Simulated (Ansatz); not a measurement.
Input and output for SbAs₂⁺ (the lowest singlet isomer of a short search).

```yaml
crystal:
  periodic: [false, false, false]
  atoms:
    - {symbol: As, position_ang: [0.212692, 0.052501, -1.364508]}
    - {symbol: As, position_ang: [-1.260727, 0.407575, 0.392879]}
    - {symbol: Sb, position_ang: [1.048035, -0.460076, 0.971629]}
basis:
  gaussian: {orbitals: def2-SVPD}
total_charge: 1
hamiltonian: {xc: {name: wB97X-V}}
scf: {omitted_lower_state_checks: [starts]}
output: {forces: true}
```

```sh
$ ansatz run in.yaml --threads 4 --pin off --events-out ev --progress --plain --max-ram 3916MiB
```

Output, abridged:

```
Functional definition: wB97X-V
1133 factors; integrals over basis functions are off by at most 5.4e-4 eV
295 factors; integrals over basis functions are off by at most 1.2e-5 eV
mean field evaluation 1: about -128186.2574 eV, gradient 1.1e1 eV
mean field evaluation 2: about -128186.4037 eV, gradient 9.8e0 eV
mean field evaluation 4: about -128186.7586 eV, gradient 5.3e-1 eV
mean field evaluation 8: about -128186.7714 eV, gradient 5.2e-2 eV
mean field evaluation 16: about -128186.7714 eV, gradient 4.3e-5 eV
mean field -128186.77144188 eV, -4710.7769623748 hartree, gradient 4.3e-5 eV, S^2 0.000000; 0 other end points of the search recorded, 0 dependent functions left out
reference -128186.77144040 eV, -4710.7769623203 hartree; 44, 44 occupied and 64, 64 virtual orbitals, 1133 factors
Total energy: -128186.77144040 eV, -4710.7769623203 hartree
Atom 0 at     0.212692     0.052501    -1.364508 Å, force    -0.151546     0.006468     0.502495 eV/Å
Atom 1 at    -1.260727     0.407575     0.392879 Å, force     0.455291    -0.139797    -0.221022 eV/Å
Atom 2 at     1.048035    -0.460076     0.971629 Å, force    -0.303744     0.133329    -0.281473 eV/Å
Dipole moment:     0.102921    -0.045182     0.095422 e Å
Checks for a lower state left out: starts
```

It took 5.5 s on 4 threads of Arm Neoverse V2 on a shared host.

In the def2 sets Sb takes a core potential; there is no spin–orbit coupling.

The dipole of an ion depends on the origin.
